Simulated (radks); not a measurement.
Problem. These are the eigenvalues of the occupied orbitals of an atom or ion with whole-number occupations (Ry). Calculated with a radial shooting solver on a logarithmic mesh with Libxc functionals: scalar-relativistic Kohn-Sham, LDA (Slater exchange, Perdew-Zunger correlation), spin-polarised, spherical densities, point nucleus.

| orbital | eigenvalue |
|---|---|
| 1s up | -3945.402 |
| 1s down | -3945.400 |
| 2s up | -661.3116 |
| 2s down | -661.3001 |
| 2p up | -587.5520 |
| 2p down | -587.5430 |
| 3s up | -151.3874 |
| 3s down | -151.1417 |
| 3p up | -128.7479 |
| 3p down | -128.5039 |
| 3d up | -99.54460 |
| 3d down | -99.35378 |
| 4s up | -34.16747 |
| 4s down | -33.66697 |
| 4p up | -26.66523 |
| 4p down | -26.17430 |
| 4d up | -16.43987 |
| 4d down | -15.96308 |
| 5s up | -7.74948 |
| 5s down | -7.53024 |
| 5p up | -5.74670 |
| 5p down | -5.57622 |
| 4f up | -5.19454 |
| 6p up | -2.18741 |

Which element is it, and in what charge state? The configuration may be excited. Open shells, if any, are filled with parallel spins first.

Solution. Z = 66, dysprosium, charge +4: Dy4+ in [Xe] 4f7 6p1. The list shows which subshells hold electrons but not how many an open one holds; the 1s level, -1972.7 hartree, gives Z - s = 62.8 by -(Z - s)^2/2, which with screening and relativity narrows Z to a few neighbours, and the depths of the outer levels then fix element, charge and occupations together.
